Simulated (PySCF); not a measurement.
Compound: C6H9N3Si.
Numbering: `[CH3:1][SiH:2]([CH3:3])[n:4]1[n:5][cH:6][cH:7][c:8]1[C:9]#[N:10]`

Structure used (GFN2-xTB), in Å, numbered top down from 1:
```
atom  x, y, z in Å
C1    -1.7902   -1.4909   -0.3639
Si2   -1.2246    0.3179   -0.4581
C3    -1.6543    1.2798    1.1201
N4     0.5521    0.2949   -0.5805
N5     1.1526    0.8901   -1.6059
C6     2.4509    0.7321   -1.4479
C7     2.7316    0.0097   -0.2825
C8     1.4812   -0.2559    0.2522
C9     1.1418   -0.9467    1.4182
N10    0.8740   -1.5151    2.3795
H11   -1.4088   -1.9798    0.5298
H12   -1.4454   -2.0602   -1.2230
H13   -2.8730   -1.5592   -0.3381
H14   -1.5874    1.0014   -1.6957
H15   -1.2565    0.7866    2.0044
H16   -1.2485    2.2877    1.0920
H17   -2.7294    1.3614    1.2456
H18    3.1393    1.1333   -2.1650
H19    3.6849   -0.2779    0.1113
```

NICS is the negative of the GIAO shielding at a point without a nucleus: at the ring centre (0) and 1 Å above and below it (1); zz is the component along the ring normal. Level: GIAO PBE0/pcSseg-1 (PySCF, non-relativistic, gas phase) on the GFN2-xTB geometry, one conformer.

Ring bond lengths (Å), with Mayer bond orders in brackets: N4–N5 1.329 (1.24), N5–C6 1.317 (1.52), C6–C7 1.400 (1.37), C7–C8 1.386 (1.35), C8–N4 1.364 (1.03).

Question: Give the NICS values of each ring in ppm.

Answer: 
```tsv
ring	type	NICS(0)	NICS(1), two faces	NICS(1)zz, two faces	rms pucker (Å)	centre to ring atoms, mean (Å)
N4–N5–C6–C7–C8	5-membered ring with 2 N; formal bonds all aromatic	-13.4	-12.4 / -12.4	-31.1 / -31.2	0.00	1.16
```

Question: What do they say, and how far can they be read as aromaticity?

Answer: 
- N4–N5–C6–C7–C8: mean NICS(1)zz -31.2 ppm, shielded. For a flat ring without four-coordinate atoms the NICS criterion counts such a value as aromatic.

Question: And the bond-length index? HOMA = 1 − mean of α(R − Ropt)² over the ring bonds, with Krygowski's 1993 parameters (CC: Ropt 1.388 Å, α 257.7 Å⁻²; CN: Ropt 1.334 Å, α 93.52 Å⁻²; NN: Ropt 1.309 Å, α 130.33 Å⁻²).

Answer: 
- N4–N5–C6–C7–C8: HOMA 0.96; the largest term is that of C8–N4, α(R − Ropt)² = 0.08. The geometric and the magnetic index point the same way.

Question: At the second NICS(1) probe listed for ring N4–N5–C6–C7–C8, 1 Å off the ring, what do the in-plane components average?

Answer: The isotropic value is a third of the trace: (3 × -12.4 − (-31.2))/2 = -3.0 ppm.

Time: 46 s wall; peak memory 1.1 GiB. Hardware: Intel Xeon Platinum 8488C, one thread, shared host with 96 logical CPUs at a one-minute load of 34. This is the whole shielding run at PBE0/pcSseg-1, SCF included.
